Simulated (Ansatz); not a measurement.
Reactions of trimethylarsine (`C[As](C)C`).

Computed with Ansatz on PBE0-D4/def2-TZVP structures; ΔE is electronic, products minus reactants. CCSD(T)/CBS is the MP2 limit (def2-TZVPP, def2-QZVPP) plus CCSD(T) − MP2 in def2-TZVPP, frozen cores. This one scheme is used for every species. Functionals use def2-TZVPP. Elements past krypton have def2 core potentials. For As, Sn outer-core shells are correlated without core-valence functions, which leaves a few kJ/mol of doubt a bond. Scalar relativity is left out up to krypton. Each species was taken in one conformer, which may not be the lowest.

| reaction | r2SCAN-D4 (kJ/mol) | PBE0-D4 (kJ/mol) | ωB97M-V (kJ/mol) | CCSD/CBS(def2) (kJ/mol) |
| --- | --- | --- | --- | --- |
| `C[As](C)C` + `CNB[SiH3]` → `CNB(C)[SiH3]` + `C[AsH]C` | -18 | -20 | -17 | -15 |
| `C[As](C)C` + `C[NH][AlH][Cl]` → `C[N](C)[AlH][Cl]` + `C[AsH]C` | 49 | 47 | 50 | 52 |
| `C[As](C)C` + `OCS` → `COCS` + `C[AsH]C` | 45 | 47 | 49 | 53 |
| `C[As](C)C` + `C[O][Sn]([CH3])([F])[SH]` → `C[O][Sn]([CH3])([F])[S]C` + `C[AsH]C` | 40 | 38 | 41 | 40 |

Q: Give the CCSD(T)/CBS values in the same order. (Estimate.)

A: Computed: -14, 52, 53, 40 kJ/mol.

Largest T1 diagnostic: 0.014, for `CNB[SiH3]`.
